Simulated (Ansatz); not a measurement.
C2H5FSi, SMILES `FC1C[SiH2]1`, 9 atoms. The species carries charge 0 and has multiplicity 1. All runs use 2 threads of an Arm Neoverse V1 on a shared host. Correlated methods freeze the cores.

(1) How many basis functions does each run have, and how long does it take in Ansatz? RKS r2SCAN-D4/def2-TZVPP energy and forces; RKS ωB97M-V/def2-SVP energy; RHF-MP2/def2-QZVPP energy; RKS PBE0-D4/def2-TZVP frequencies; RHF-CCSD(T)/def2-SVP energy; RHF-CCSD(T)/def2-TZVPP energy; RKS ωB97M-V/def2-TZVPP energy and forces; RKS ωB97M-V/def2-QZVPP energy; RKS LC-ωPBE/def2-TZVPP energy; direct RPA on PBE orbitals/def2-TZVPP energy; RKS PBE0-D4/def2-TZVP relaxation (7 steps); RKS BHLYP-D4/def2-TZVPP energy. (Best estimate.)

Answers

(1) Ansatz gave: Other jobs shared the machine, so times are rough.

```
                                level                   job  functions  wall time  peak host memory (GiB)
               RKS LC-ωPBE/def2-TZVPP                energy        205      2.6 s                    0.38
                 RHF-CCSD(T)/def2-SVP                energy         85      2.8 s                    0.38
              RKS BHLYP-D4/def2-TZVPP                energy        205      3.1 s                     0.4
                 RKS ωB97M-V/def2-SVP                energy         85      4.6 s                    0.38
direct RPA on PBE orbitals/def2-TZVPP                energy        205      5.5 s                     0.4
             RKS r2SCAN-D4/def2-TZVPP     energy and forces        205        6 s                    0.24
               RKS ωB97M-V/def2-TZVPP     energy and forces        205       12 s                    0.57
               RKS ωB97M-V/def2-QZVPP                energy        391       19 s                     1.2
                   RHF-MP2/def2-QZVPP                energy        391       20 s                     1.8
                RKS PBE0-D4/def2-TZVP  relaxation (7 steps)        160       26 s                    0.32
               RHF-CCSD(T)/def2-TZVPP                energy        205       76 s                     2.7
                RKS PBE0-D4/def2-TZVP           frequencies        160      120 s                    0.38
```

LC-ωPBE has ω = 0.4 bohr⁻¹.
